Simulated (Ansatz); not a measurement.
Total energies of CH4BrInO (`C[O][InH][Br]`).

```xyz
8

C    -1.1483    0.6015   -0.2634
O     0.0540    0.2547   -0.9031
In    1.5456   -0.6870   -0.0401
Br    1.0295   -1.1871    2.3238
H    -1.1906    0.2909    0.7880
H    -1.2861    1.6884   -0.2985
H    -1.9922    0.1361   -0.7856
H     2.9880   -1.0976   -0.8210
```

Total charge 0; spin multiplicity 1. Correlated methods include outer-core shells of Br, In, which these sets cover unevenly. Scalar relativity is left out up to krypton. In takes the def2 core potential. The structure was optimised at the PBE0-D4/def2-TZVP level. It is one conformer, not always the lowest. Basis def2-TZVPP, Ansatz 0.2.0.

RPA on PBE orbitals: Hartree–Fock energy of these orbitals -2876.72036 Eh, correlation -1.47880 Eh (frozen core).

```tsv
functional	energy without D4 (Eh)	D4 term (kJ/mol)
LDA (SPW92)	-2875.32502	–
PBE	-2879.60129	-15.8
revPBE	-2879.91475	-41.0
BLYP	-2880.06969	-33.4
r2SCAN	-2880.11957	-3.7
B97M-V	-2879.64326	–
PBE0	-2879.69507	-13.6
B3LYP	-2880.22393	-25.7
r2SCANh	-2880.09811	-4.1
r2SCAN0	-2880.06761	-4.6
HSE06 (plane-wave form)	-2879.69235	-12.9
BHLYP	-2879.97255	-23.0
CAM-B3LYP	-2880.18196	-14.2
LC-ωPBE	-2879.73183	–
ωB97X-V	-2879.83164	–
ωB97M-V	-2879.87990	–
B2PLYP	-2879.44055	–
PBE-QIDH	-2879.16719	–
```

B3LYP takes the VWN-RPA correlation (the form of Gaussian; ORCA's B3LYP/G). HSE06 is the plane-wave form, built on full-range PBE exchange. The double hybrids freeze the cores in their second-order part.

LC-ωPBE has ω = 0.4 bohr⁻¹.
